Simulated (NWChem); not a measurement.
# Ga cation, singlet

Computed with NWChem. Low-valent species are run as closed-shell singlets; no triplet was tried in these runs. Static field.

| level | isotropic polarisability (bohr³) | anisotropy (bohr³) |
|---|---|---|
| PBE/aug-cc-pVDZ | 18.1 | 0.0 |
| B3LYP/aug-cc-pVDZ | 18.1 | 0.0 |
| LDA (Slater exchange, VWN5)/aug-cc-pVDZ | 17.3 | 0.0 |
